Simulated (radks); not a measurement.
All-electron atom: Eu4+ in [Xe] 4f5.

Calculated with a radial shooting solver on a logarithmic mesh with Libxc functionals: Dirac Kohn-Sham, PBE, spin-unpolarised, spherical densities, point nucleus; open shells fill j = l - 1/2 first.

Energy parts (hartree):
| part | energy |
|---|---|
| total | -10849.1396 |
| kinetic | 11799.3162 |
| electron-nucleus | -26514.2841 |
| Hartree | 4107.2187 |
| exchange-correlation | -241.3904 |

Orbitals (lengths in bohr, moments of r in powers of bohr):
\begin{tabular}{lrrr}
orbital & occ. & eigenvalue (hartree) & <r^4> \\ \hline
1s1/2 & 2 & -1777.687 & 1.225e-06 \\
2s1/2 & 2 & -293.3950 & 0.0001954 \\
2p1/2 & 2 & -278.4120 & 0.0001213 \\
2p3/2 & 4 & -254.6004 & 0.0001578 \\
3s1/2 & 2 & -66.13192 & 0.007645 \\
3p1/2 & 2 & -59.66737 & 0.006979 \\
3p3/2 & 4 & -54.81483 & 0.008501 \\
3d3/2 & 4 & -43.63676 & 0.006208 \\
3d5/2 & 6 & -42.58158 & 0.006599 \\
4s1/2 & 2 & -14.68913 & 0.1876 \\
4p1/2 & 2 & -12.18785 & 0.2138 \\
4p3/2 & 4 & -11.10625 & 0.2592 \\
4d3/2 & 4 & -6.98461 & 0.3683 \\
4d5/2 & 6 & -6.78856 & 0.3916 \\
4f5/2 & 5 & -1.94627 & 1.637 \\
4f7/2 & 0 & -1.91921 & 1.705 \\
5s1/2 & 2 & -3.26907 & 5.461 \\
5p1/2 & 2 & -2.54428 & 8.180 \\
5p3/2 & 4 & -2.37352 & 9.940 \\
\end{tabular}

The highest occupied level is 4f5/2 at -52.961 eV. The density falls to 0.001 e/bohr^3 at r = 3.13 bohr.
